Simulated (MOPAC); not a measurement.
Input file for MOPAC: PM6 on CH4Ge (SMILES [CH3][GeH]), a point of a bond scan (R = 4.335 Å).

```
PM6 1SCF PRECISE CHARGE=0 THREADS=1
CH4Ge

Ge    -0.26416113 1    -0.20224226 1     0.31354267 1
H     -3.01592207 1    -1.21593318 1    -2.87879804 1
C      1.00677717 1     0.72630048 1    -0.93210586 1
H      1.87671680 1     1.13031224 1    -0.41651444 1
H      0.48298915 1     1.53601658 1    -1.44986562 1
H      1.33611896 1     0.02530398 1    -1.70554436 1
```

It printed:

```
*******************************************************************************
 **                                                                           **
 **                              MOPAC v23.2.5                                **
 **                                                                           **
 *******************************************************************************
 ** MOPAC's Digital Object Identifier: https://doi.org/10.5281/zenodo.6511958 **
 **                                                                           **
 ** Please cite the open-source release paper for use of this MOPAC version:  **
 ** J. E. Moussa and J. J. P. Stewart (2026)                                  **
 ** MOPAC: An open-source semiempirical molecular orbital program             **
 ** J. Open Source Softw., 11(119), 8025, https://doi.org/10.21105/joss.08025 **
 *******************************************************************************

                              PM6 CALCULATION RESULTS

 *******************************************************************************
 *  PM6        - The PM6 Hamiltonian to be used
 *
 *
 *
 *                 CHARGE ON SYSTEM = 0
 *
 *
 *
 *  PRECISE    - TIGHTER CRITERIA TO BE USED
 *  1SCF       - DO 1 SCF AND THEN STOP
 *  THREADS=1  - MULTI-THREADING NOT USED
 *  T=         - A TIME OF 172800.0 SECONDS REQUESTED
 *  DUMP=N     - RESTART FILE WRITTEN EVERY 7200.0 SECONDS REQUESTED
 *******************************************************************************
PM6 1SCF PRECISE CHARGE=0 THREADS=1
 CH4Ge

   ATOM   CHEMICAL          X               Y               Z
  NUMBER   SYMBOL      (ANGSTROMS)     (ANGSTROMS)     (ANGSTROMS)

     1      Ge         -0.26416113  *  -0.20224226  *   0.31354267  *
     2       H         -3.01592207  *  -1.21593318  *  -2.87879804  *
     3       C          1.00677717  *   0.72630048  *  -0.93210586  *
     4       H          1.87671680  *   1.13031224  *  -0.41651444  *
     5       H          0.48298915  *   1.53601658  *  -1.44986562  *
     6       H          1.33611896  *   0.02530398  *  -1.70554436  *



          CARTESIAN COORDINATES

    NO.       ATOM           X           Y           Z

     1        Ge         -0.2642     -0.2022      0.3135
     2         H         -3.0159     -1.2159     -2.8788
     3         C          1.0068      0.7263     -0.9321
     4         H          1.8767      1.1303     -0.4165
     5         H          0.4830      1.5360     -1.4499
     6         H          1.3361      0.0253     -1.7055

 General Reference for PM6:
 "Optimization of Parameters for Semiempirical Methods V: Modification of NDDO Approximations
 and Application to 70 Elements", J. J. P. Stewart, J. Mol. Mod., 13, 1173-1213 (2007)
 URL: https://link.springer.com/article/10.1007/s00894-007-0233-4

           Empirical Formula: C H4 Ge  =     6 atoms



      MOLECULAR POINT GROUP   :   Cs


      RHF CALCULATION, NO. OF DOUBLY OCCUPIED LEVELS = 6



 ALL CONVERGERS ARE NOW FORCED ON
 SHIFT=10, PULAY ON, CAMP-KING ON
 AND ITERATION COUNTER RESET



 -------------------------------------------------------------------------------
 PM6 1SCF PRECISE CHARGE=0 THREADS=1
 CH4Ge



     1SCF WAS SPECIFIED, SO BFGS WAS NOT USED
     SCF FIELD WAS ACHIEVED


                              PM6 CALCULATION
                                                       MOPAC v23.2.5 Linux




          FINAL HEAT OF FORMATION =        191.03666 KCAL/MOL =     799.29741 KJ/MOL


          COSMO AREA              =        114.52 SQUARE ANGSTROMS
          COSMO VOLUME            =         93.98 CUBIC ANGSTROMS

          IONIZATION POTENTIAL    =          5.189658 EV
          HOMO LUMO ENERGIES (EV) =         -5.190 -1.788
          NO. OF FILLED LEVELS    =          6
          MOLECULAR WEIGHT        =         88.6326         POINT GROUP:  Cs

          MOLECULAR DIMENSIONS (Angstroms)

            Atom       Atom       Distance
            H     4    H     2     5.95866
           Ge     1    H     6     2.52296
            H     5    H     6     1.64438


          SCF CALCULATIONS        =          1





   ATOM   CHEMICAL          X               Y               Z
  NUMBER   SYMBOL      (ANGSTROMS)     (ANGSTROMS)     (ANGSTROMS)

     1      Ge         -0.26416113  *  -0.20224226  *   0.31354267  *
     2       H         -3.01592207  *  -1.21593318  *  -2.87879804  *
     3       C          1.00677717  *   0.72630048  *  -0.93210586  *
     4       H          1.87671680  *   1.13031224  *  -0.41651444  *
     5       H          0.48298915  *   1.53601658  *  -1.44986562  *
     6       H          1.33611896  *   0.02530398  *  -1.70554436  *

                             CARTESIAN COORDINATES

   1   Ge       -0.264161130    -0.202242260     0.313542670
   2    H       -3.015922070    -1.215933180    -2.878798040
   3    C        1.006777170     0.726300480    -0.932105860
   4    H        1.876716800     1.130312240    -0.416514440
   5    H        0.482989150     1.536016580    -1.449865620
   6    H        1.336118960     0.025303980    -1.705544360


           Empirical Formula: C H4 Ge  =     6 atoms



      MOLECULAR POINT GROUP   :   Cs


                  EIGENVALUES
 -24.03736 -14.03963 -13.78732 -13.63990  -9.07612  -5.18966  -1.78820  -1.43327
   1.93315   5.81199   5.97442   7.01428


              NET ATOMIC CHARGES AND DIPOLE CONTRIBUTIONS

  ATOM NO.   TYPE          CHARGE      No. of ELECS.   s-Pop       p-Pop
    1         Ge           0.297281        3.7027     1.85982     1.84290
    2          H          -0.082841        1.0828     1.08284
    3          C          -0.726383        4.7264     1.10744     3.61894
    4          H           0.169269        0.8307     0.83073
    5          H           0.171340        0.8287     0.82866
    6          H           0.171334        0.8287     0.82867
 DIPOLE           X         Y         Z       TOTAL
 POINT-CHG.     0.333    -0.135     1.910     1.943
 HYBRID         1.311     1.004    -1.561     2.273
 SUM            1.644     0.869     0.348     1.892


          ATOMIC ORBITAL ELECTRON POPULATIONS

     Atom    s        px        py        pz
    1 Ge   1.85982   0.67681   0.25132   0.91477
    2  H   1.08284
    3  C   1.10744   1.20779   1.19668   1.21446
    4  H   0.83073
    5  H   0.82866
    6  H   0.82867

 **********************
 *                    *
 * JOB ENDED NORMALLY *
 *                    *
 **********************




 == MOPAC DONE ==
```

The run finished.

Cost: around 0.18 core-seconds (rough).
